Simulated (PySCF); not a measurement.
difluoro(fluoromethyl)silane (CH₃F₃Si), SMILES FC[SiH](F)F.

Geometry: ωB97X-D3(BJ)/def2-SVP. The values are those of a single conformer.

The numbers are results of PBE/def2-TZVP run with PySCF, not measurements.

Symmetry labels are those of the subgroup Cs that the program uses (full group Cs).

Computed valence orbital energies around the gap with their symmetry:
| orbital | symmetry | energy (eV) |
|---|---|---|
| HOMO−7 | A' | -11.80 |
| HOMO−6 | A' | -11.37 |
| HOMO−5 | A' | -10.56 |
| HOMO−4 | A" | -10.27 |
| HOMO−3 | A" | -10.03 |
| HOMO−2 | A' | -9.45 |
| HOMO−1 | A" | -8.55 |
| HOMO | A' | -7.55 |
| LUMO | A' | -0.94 |
| LUMO+1 | A" | -0.30 |
| LUMO+2 | A' | 0.43 |
| LUMO+3 | A' | 1.11 |
